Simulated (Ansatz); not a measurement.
Ansatz (an electronic-structure program) input (LC-wPBE/def2-TZVPD):

Ansatz 0.2 input:
```yaml
crystal:
  periodic: [false, false, false]
  atoms:
    - {symbol: Cu, position_ang: [-0.00000000, -0.00000000, -0.41803296]}
    - {symbol: F, position_ang: [0.00000000, 0.00000000, 1.34699509]}
basis:
  gaussian:
    orbitals: def2-TZVPD
hamiltonian:
  xc: {name: LC-wPBE}
magnetization: {spin_polarized: true, initial_magnetization: 2}
output: {forces: true}
```

Output:

```
Functional definition: LC-wPBE
integrals: 0.03 GiB planned
666 factors; their error is unknown
integrals: 0.06 GiB planned
172 factors; integrals over basis functions are off by at most 7.2e-5 eV
mean field: 0.29 GiB planned
mean field evaluation 1: about -47347.2297 eV, gradient 2.7e1 eV
mean field evaluation 2: about -47345.2180 eV, gradient 4.1e1 eV
mean field evaluation 4: about -47349.6754 eV, gradient 1.5e0 eV
mean field evaluation 8: about -47349.7121 eV, gradient 1.2e-1 eV
mean field evaluation 16: about -47349.6980 eV, gradient 1.3e-3 eV
mean field evaluation 32: about -47349.4711 eV, gradient 3.9e0 eV
mean field -47349.69801327 eV, -1740.0693072095 hartree, gradient 1.3e-5 eV, S^2 2.002745; 2 other end points of the search recorded, 0 dependent functions left out
the calculation of the forces begins
reference -47349.69801327 eV, -1740.0693072098 hartree; 20, 18 occupied and 68, 70 virtual orbitals, 666 factors
Total energy: -47349.69801327 eV, -1740.0693072098 hartree
Atom 0 at    -0.000000    -0.000000    -0.418033 Å, force     0.000000     0.000000     0.589907 eV/Å
Atom 1 at     0.000000     0.000000     1.346995 Å, force    -0.000000    -0.000000    -0.589907 eV/Å
Dipole moment:    -0.000000    -0.000000    -0.418183 e Å
```

The spin state was set by rule; other spins were not relaxed.
